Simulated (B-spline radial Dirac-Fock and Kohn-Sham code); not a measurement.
## Dipole and non-dipole photoemission parameters of Te 3s

System: the free tellurium atom, configuration [Kr] 4d10 5s2 5p4; threshold 1006.0 eV (tabulated edge). Calculated with an atomic code on a B-spline grid, using Dirac-Hartree-Slater photoionisation with a Latter tail; cross sections with all multipoles, angular parameters from the dipole term and its interference with E2.

For linearly polarised light dσ/dΩ = σ/(4π) [1 + β P₂(cos θ) + (δ + γ cos²θ) sin θ cos φ], with θ from the polarisation vector and φ the angle between the beam and the projection of the electron momentum on the plane normal to the polarisation.

```tsv
hν (eV)	σ (kb)	β	γ
1253.6	61.4	1.982	0.664
1520	?	?	?
1550	45.6	1.985	0.435
2000	30.7	1.987	0.211
2770	17.8	1.989	0.002
3220	13.7	1.990	-0.061
4000	9.16	1.990	-0.108
6370	3.75	1.991	-0.018
10000	1.48	1.991	0.344
12100	0.989	1.991	0.576
13200	0.818	1.990	0.699
15000	0.617	1.990	0.896
```

Question: Give the values at 1520 eV.

Answer: σ = 46.9 kb, β = 1.985, γ = 0.454. For an s subshell δ is negligible.
